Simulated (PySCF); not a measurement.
Dipole response of Hg²⁺ (mercury, charge +2)

[Xe] 4f14 5d10, closed-shell 1S. Calculation: PySCF 2.14, in x2c-TZVPPall with one added diffuse shell each of s, p, d, f type (12s8p8d4f1g, 113 functions); the spin-free X2C one-electron Hamiltonian (Gaussian nucleus). Coupled (time-dependent) response in atomic units; α is the mean over directions.

```json
{"method": "PBE0", "mean α (bohr³)": "7.920", "C₆ (like pair)": "51.51", "S(−4)": "11.58"}
{"method": "BP86", "mean α (bohr³)": "8.304", "C₆ (like pair)": "54.35", "S(−4)": "13.28"}
```

S(−4) is the Cauchy moment in α(ω) = α(0) + S(−4) ω² + …

α(iu) at BP86:

```
u (hartree)  α(iu) (bohr³)
          0          8.304
     0.0500          8.271
      0.100          8.175
      0.200          7.825
      0.300          7.341
      0.500          6.279
      0.750          5.117
       1.00          4.213
       1.50          2.973
       2.00          2.195
       3.00          1.321
       5.00         0.6190
```

A single London oscillator, α(iu) = α/(1 + u²/ω²), gives C₆ = (3/4) ω α². Matching the computed C₆ needs ω = 4 × 54.35 / (3 × 8.304²) = 1.05 hartree.

For an ion, C₆ is the dispersion term alone; charge-induced terms of lower order in 1/R come first.

Spin-orbit coupling, which splits the p, d and f shells strongly at this Z, is absent.
